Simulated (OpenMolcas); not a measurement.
## Multiplet structure of F³⁺

```
Program             : OpenMolcas 26.06
Method              : XMS-CASPT2, IPEA 0.25 Eh, imaginary shift 0.1 Eh (closed shells correlated: 1s)
Basis               : ANO-RCC-VTZP [4s3p2d1f]
Scalar Hamiltonian  : DKH2, point nucleus
Active space        : 4 electrons in 8 orbitals (2s 2p 3s 3p)
State averaging     : 2S+1 = 3 even, 3 roots; 2S+1 = 1 even, 6 roots; 2S+1 = 5 odd, 1 root; 2S+1 = 3 odd, 9 roots; 2S+1 = 1 odd, 8 roots
Spin-orbit coupling : RASSI with atomic mean-field integrals over the reference wave functions, term energies averaged over their components
```

Spin-free terms above the lowest, with the occupations of the reference (each correlating shell added to its valence partner):

```
Configuration  Term  E (cm⁻¹)      Occupations
      2s² 2p²    ³P       0.0  2s 1.97 2p 2.03
      2s² 2p²    ¹D     25530  2s 1.97 2p 2.03
      2s² 2p²    ¹S     53970  2s 1.88 2p 2.12
       2s 2p³   ⁵S°     72600  2s 1.00 2p 3.00
       2s 2p³   ³D°    147450  2s 1.00 2p 3.00
       2s 2p³   ³P°    175870  2s 1.00 2p 3.00
       2s 2p³   ¹D°    231140  2s 1.00 2p 3.00
       2s 2p³   ³S°    239580  2s 1.00 2p 3.00
       2s 2p³   ¹P°    259110  2s 1.00 2p 3.00
```

With spin-orbit coupling, above the lowest level:

```
Configuration  Term  J  E (cm⁻¹)  Measured (cm⁻¹)      g  Term weight %
      2s² 2p²    ³P  0       0.0              0.0                   100
      2s² 2p²    ³P  1       223              225  1.501            100
      2s² 2p²    ³P  2       650              613  1.501            100
      2s² 2p²    ¹D  2     25970            25241  1.000            100
      2s² 2p²    ¹S  0     54420            53544                   100
       2s 2p³   ⁵S°  2     73040                   2.002            100
       2s 2p³   ³D°  1    147880                   0.499            100
       2s 2p³   ³D°  2    147880           147889  1.167            100
       2s 2p³   ³D°  3    147900                   1.334            100
       2s 2p³   ³P°  0    176290                                    100
       2s 2p³   ³P°  1    176300           175242  1.501            100
       2s 2p³   ³P°  2    176330           175237  1.501            100
       2s 2p³   ¹D°  2    231580                   1.000            100
       2s 2p³   ³S°  1    240010                   2.002            100
       2s 2p³   ¹P°  1    259550           257390  1.000            100
```

Against the 8 measured excited levels shown (Moore, Atomic Energy Levels, vol. I, NSRDS-NBS 35 (1971 reprint of NBS Circular 467, 1949)) the mean absolute deviation is 740 cm-1; the largest miss in energy is 2s 2p³ ¹P°₁: computed 259550, measured 257390 cm⁻¹ (+0.8 %), and the largest in proportion 2s² 2p² ³P₂ (+6.0 %).

Spin-orbit coupling puts the lowest level 438 cm⁻¹ below the lowest spin-free term.

For ³P the intervals divided by the larger J are 222.5, 213.9 cm-1. Landé's interval rule makes them equal in pure LS coupling; they differ by 4 % of their mean. The multiplet is regular.

CASPT2 does not keep the components of a term degenerate, so their means are used; among the terms shown or strongly mixed into the levels shown the widest spread is 180 cm-1 (2s 2p³ ³D°). Active for correlation alone: 3p 3s; no level in the range computed is led by a configuration that fills them, so any true level of that kind is missing. Measured partners are found by configuration, term and J. A level has none where our copy of the source lacks it or the pairing is in doubt (some pairs that miss far off the trend of their configuration count as doubtful), and it then counts in no deviation. Levels of configurations outside the active space are missing. The first state left out of the spin-orbit step lies near 360000 cm-1 above the lowest spin-free state of the reference (among the parities and spins computed), and the list stops at four fifths of that energy or lower.

The term weight is that of the spin-free term in the level, not the purity of its configuration. ° marks odd parity.
